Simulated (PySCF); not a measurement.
PySCF input file for PbBrI, SMILES [Br][Pb][I] (connectivity only; charge and spin as stated), neutral, multiplicity 1, TDDFT-PBE0/def2-SVPD. The structure is a stationary point at B3LYP-D3(BJ)/def2-SVP. The def2 effective core potentials stand for the cores of I, Pb; spin–orbit coupling is left out.

```python
import numpy as np
from pyscf import gto, scf, dft, tdscf

mol = gto.M(
    atom='''
    Pb    0.84580631    0.42623359    0.00000000
    Br   -1.17470517    2.14496237    0.00000000
    I    -0.53285729   -2.07594032    0.00000000
    ''',
    basis='def2-SVPD',
    ecp={'I': 'def2-svp', 'Pb': 'def2-svp'},
    charge=0,
    spin=0,
    symmetry=True,
    max_memory=1600,
    verbose=4,
)
mf = dft.RKS(mol, xc='pbe0').density_fit(auxbasis='def2-universal-jkfit')
mf.grids.level = 3
mf.conv_tol = 1e-9
mf.max_cycle = 100
mf.kernel()
mf.grids = dft.Grids(mol).set(level=1).build(with_non0tab=True)  # coarser grid for the response kernel
td = tdscf.TDDFT(mf)
td.singlet = True
td.nstates = 10
td.conv_tol = 1e-4
td.kernel(x0=td.get_init_guess(mf, 15))
td.analyze()
tt = tdscf.TDA(mf)
tt.singlet = False
tt.nstates = 4
tt.conv_tol = 1e-4
tt.kernel(x0=tt.get_init_guess(mf, 9))
tt.analyze(verbose=3)
```

It prints:

```
PySCF version 2.14.0

[INPUT] verbose = 4
[INPUT] num. atoms = 3
[INPUT] num. electrons = 82
[INPUT] charge = 0
[INPUT] spin (= nelec alpha-beta = 2S) = 0
[INPUT] symmetry True subgroup None
[INPUT] Mole.unit = angstrom
[INPUT] Symbol           X                Y                Z      unit          X                Y                Z       unit  Magmom
[INPUT]  1 Pb     0.845806310000   0.426233590000   0.000000000000 AA    1.598342280329   0.805464750190   0.000000000000 Bohr   0.0
[INPUT]  2 Br    -1.174705170000   2.144962370000   0.000000000000 AA   -2.219871048411   4.053391426798   0.000000000000 Bohr   0.0
[INPUT]  3 I     -0.532857290000  -2.075940320000   0.000000000000 AA   -1.006954341578  -3.922958655742   0.000000000000 Bohr   0.0

nuclear repulsion = 363.937582291722
point group symmetry = Cs
symmetry origin: [1.11160357e-09 4.11293316e-09 0.00000000e+00]
symmetry axis x: [1.00000000e+00 4.27594085e-10 0.00000000e+00]
symmetry axis y: [-4.27594085e-10  1.00000000e+00  0.00000000e+00]
symmetry axis z: [0. 0. 1.]
num. orbitals of irrep A' = 74
num. orbitals of irrep A" = 34
number of shells = 40
number of NR pGTOs = 220
number of NR cGTOs = 108
basis = def2-SVPD
ecp = {'I': 'def2-svp', 'Pb': 'def2-svp'}


******** <class 'pyscf.df.df_jk.DFSymAdaptedRKS'> ********
method = DFSymAdaptedRKS
initial guess = minao
damping factor = 0
level_shift factor = 0
DIIS = <class 'pyscf.scf.diis.CDIIS'>
diis_start_cycle = 1
diis_space = 8
diis_damp = 0
SCF conv_tol = 1e-09
SCF conv_tol_grad = None
SCF max_cycles = 100
direct_scf = False
XC library pyscf.dft.libxc version 7.1.2
    S. Lehtola, C. Steigemann, M. J. T. Oliveira, and M. A. L. Marques,  SoftwareX 7, 1–5 (2018)
XC functionals = pbe0
    C. Adamo and V. Barone,  J. Chem. Phys. 110, 6158 (1999)
    M. Ernzerhof and G. E. Scuseria,  J. Chem. Phys. 110, 5029 (1999)
radial grids:
    Treutler-Ahlrichs [JCP 102, 346 (1995); DOI:10.1063/1.469408] (M4) radial grids

becke partition: Becke, JCP 88, 2547 (1988); DOI:10.1063/1.454033
pruning grids: <function nwchem_prune>
grids dens level: 3
symmetrized grids: True
atomic radii adjust function: <function treutler_atomic_radii_adjust>
small_rho_cutoff = 0
Freeze 0 electrons in irreps []
    82 free electrons in irreps A' A"
Set gradient conv threshold to 3.16228e-05
Initial guess from minao.
tot grids = 65616
******** <class 'pyscf.df.df.DF'> ********
auxbasis = def2-universal-jkfit
init E= -3007.23741365536
HOMO (A") = -1.01034158278566  LUMO (A') = -0.831290561217458  gap/eV = 4.87223
cycle= 1 E= -3056.85083880456  delta_E= -49.6  |g|= 4.26  |ddm|= 16.8
HOMO (A') = -0.135173823323278  LUMO (A') = -0.041952645186589  gap/eV = 2.53668
cycle= 2 E= -2965.65543445445  delta_E= 91.2  |g|= 11.6  |ddm|= 39.3
HOMO (A') = -0.0999286120639467  LUMO (A") = -0.065928421118393  gap/eV = 0.92519
cycle= 3 E= -3061.60761855716  delta_E=  -96  |g|= 2.63  |ddm|= 37.2
HOMO (A') = -0.148102310728193  LUMO (A') = -0.0954780512578254  gap/eV = 1.43198
cycle= 4 E= -3063.00508906186  delta_E= -1.4  |g|= 1.79  |ddm|= 5.47
HOMO (A') = -0.267818459650969  LUMO (A") = -0.139453553935059  gap/eV = 3.49299
cycle= 5 E= -3064.24343537354  delta_E= -1.24  |g|= 0.219  |ddm|= 3.49
HOMO (A') = -0.261908669501111  LUMO (A") = -0.125290514302311  gap/eV = 3.71757
cycle= 6 E= -3064.25421640017  delta_E= -0.0108  |g|= 0.114  |ddm|= 0.433
HOMO (A') = -0.269682920008798  LUMO (A") = -0.12816047385326  gap/eV = 3.85102
cycle= 7 E= -3064.25757309608  delta_E= -0.00336  |g|= 0.0259  |ddm|= 0.136
HOMO (A') = -0.272813438405858  LUMO (A") = -0.125164958781216  gap/eV = 4.01772
cycle= 8 E= -3064.25790823444  delta_E= -0.000335  |g|= 0.00444  |ddm|= 0.0528
HOMO (A') = -0.272199907289253  LUMO (A") = -0.125276845584395  gap/eV = 3.99798
cycle= 9 E= -3064.25791354835  delta_E= -5.31e-06  |g|= 0.00211  |ddm|= 0.00992
HOMO (A') = -0.272071054821273  LUMO (A") = -0.125275023905981  gap/eV = 3.99452
cycle= 10 E= -3064.25791516147  delta_E= -1.61e-06  |g|= 0.000574  |ddm|= 0.00347
HOMO (A') = -0.272003930756796  LUMO (A") = -0.12532302252713  gap/eV = 3.99139
cycle= 11 E= -3064.25791529115  delta_E= -1.3e-07  |g|= 0.000141  |ddm|= 0.00114
HOMO (A') = -0.272013460247265  LUMO (A") = -0.125342599241886  gap/eV = 3.99112
cycle= 12 E= -3064.2579152975  delta_E= -6.35e-09  |g|= 4.36e-05  |ddm|= 0.000267
HOMO (A') = -0.272007226744192  LUMO (A") = -0.125339264742063  gap/eV = 3.99104
cycle= 13 E= -3064.25791529797  delta_E= -4.73e-10  |g|= 3.39e-06  |ddm|= 7.42e-05
HOMO (A') = -0.272007197371376  LUMO (A") = -0.125338626465336  gap/eV = 3.99106
Extra cycle  E= -3064.25791529798  delta_E= -9.09e-12  |g|= 2.63e-06  |ddm|= 1.36e-05
converged SCF energy = -3064.25791529798
tot grids = 24024


******** <class 'pyscf.tdscf.rks.TDDFT'> for <class 'pyscf.df.df_jk.DFSymAdaptedRKS'> ********
nstates = 10 singlet
deg_eia_thresh = 1.000e-03
wfnsym = None
conv_tol = 0.0001
eigh lindep = 1e-12
eigh level_shift = 0
eigh max_cycle = 100


Excitation energies (eV)
[2.85735887 3.1232482  3.38466991 3.96073159 4.08132841 4.45267915
 4.56806266 4.60329178 4.83998267 5.02694485]

** Singlet excitation energies and oscillator strengths **
Excited State   1:   A"      2.85736 eV    433.91 nm  f=0.0002
      41 -> 42        0.70642
Excited State   2:   A"      3.12325 eV    396.97 nm  f=0.0019
      39 -> 42        0.70626
Excited State   3:   A'      3.38467 eV    366.31 nm  f=0.0314
      39 -> 43        0.12091
      40 -> 42        0.68455
Excited State   4:   A"      3.96073 eV    313.03 nm  f=0.0037
      37 -> 42        0.70610
Excited State   5:   A'      4.08133 eV    303.78 nm  f=0.0099
      37 -> 43        0.10684
      38 -> 42       -0.67133
      41 -> 43       -0.14421
Excited State   6:   A'      4.45268 eV    278.45 nm  f=0.0163
      38 -> 42       -0.12142
      41 -> 43        0.66934
      41 -> 44        0.15248
Excited State   7:   A"      4.56806 eV    271.42 nm  f=0.0006
      36 -> 42        0.69829
Excited State   8:   A"      4.60329 eV    269.34 nm  f=0.0005
      40 -> 43       -0.69610
Excited State   9:   A'      4.83998 eV    256.17 nm  f=0.0336
      37 -> 43       -0.12474
      39 -> 43       -0.55910
      39 -> 44        0.10746
      41 -> 44        0.38046
Excited State  10:   A'      5.02694 eV    246.64 nm  f=0.0209
      37 -> 43        0.14866
      39 -> 43        0.21095
      39 -> 44       -0.43818
      41 -> 44        0.47717

** Transition electric dipole moments (AU) **
state          X           Y           Z        Dip. S.      Osc.
  1         0.0000     -0.0000     -0.0585      0.0034      0.0002
  2        -0.0000      0.0000     -0.1593      0.0254      0.0019
  3         0.0838      0.6093      0.0000      0.3782      0.0314
  4         0.0000     -0.0000      0.1940      0.0376      0.0037
  5        -0.2518      0.1888     -0.0000      0.0990      0.0099
  6        -0.3325      0.1973      0.0000      0.1495      0.0163
  7        -0.0000      0.0000     -0.0725      0.0053      0.0006
  8        -0.0000     -0.0000      0.0673      0.0045      0.0005
  9         0.4485      0.2864      0.0000      0.2832      0.0336
 10        -0.2946     -0.2878      0.0000      0.1697      0.0209

WARN: ECP detected. Skipping calculation of transition velocity and magnetic dipole moments, which have not yet been implemented.



******** <class 'pyscf.tdscf.rks.TDA'> for <class 'pyscf.df.df_jk.DFSymAdaptedRKS'> ********
nstates = 4 triplet
deg_eia_thresh = 1.000e-03
wfnsym = None
conv_tol = 0.0001
eigh lindep = 1e-12
eigh level_shift = 0
eigh max_cycle = 100


Excitation energies (eV)
[2.66034015 2.84244663 2.85047514 3.48503687]

** Triplet excitation energies and oscillator strengths **
Excited State   1:   A"      2.66034 eV    466.05 nm  f=0.0000
Excited State   2:   A'      2.84245 eV    436.19 nm  f=0.0000
Excited State   3:   A"      2.85048 eV    434.96 nm  f=0.0000
Excited State   4:   A'      3.48504 eV    355.76 nm  f=0.0000
```

Self-consistency was reached.
